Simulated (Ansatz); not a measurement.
C2H4SSi, SMILES `C1=CS[SiH2]1` at its PBE0-D4/def2-TZVP geometry, where that method's forces vanish. The species carries charge 0 and has multiplicity 1.

| atom | x (Å) | y (Å) | z (Å) |
| --- | --- | --- | --- |
| C1 | -0.0076 | 0.1009 | 0.9290 |
| C2 | -1.0317 | 0.6724 | 0.2767 |
| S3 | -0.9331 | 0.4283 | -1.4860 |
| Si4 | 0.7874 | -0.5531 | -0.5967 |
| H5 | 0.1456 | 0.1161 | 1.9991 |
| H6 | -1.8662 | 1.2356 | 0.6878 |
| H7 | 2.0913 | 0.0231 | -1.0110 |
| H8 | 0.8143 | -2.0235 | -0.7990 |

For each bond, give half the difference of the two atoms' forces along it (eV/Å; positive pushes the atoms apart) under PBE-D4, r2SCAN-D4, B3LYP-D4, ωB97M-V in def2-TZVPP. (An estimate is asked.)

Ansatz gave: 
```csv
bond,length (Å),PBE-D4,r2SCAN-D4,B3LYP-D4,ωB97M-V
C1–C2,1.342,0.45,0.23,0.09,-0.07
C1–Si4,1.841,0.04,-0.02,0.19,0.13
C1–H5,1.081,-0.05,-0.10,-0.10,-0.05
C2–S3,1.782,0.12,0.11,0.31,0.21
C2–H6,1.087,-0.01,-0.07,-0.22,-0.12
S3–Si4,2.171,0.27,0.12,0.31,0.06
Si4–H7,1.484,0.04,-0.01,-0.16,-0.15
Si4–H8,1.484,0.04,-0.01,-0.16,-0.15
```

B3LYP here is the variant with VWN-RPA as its local correlation; programs differ in this.
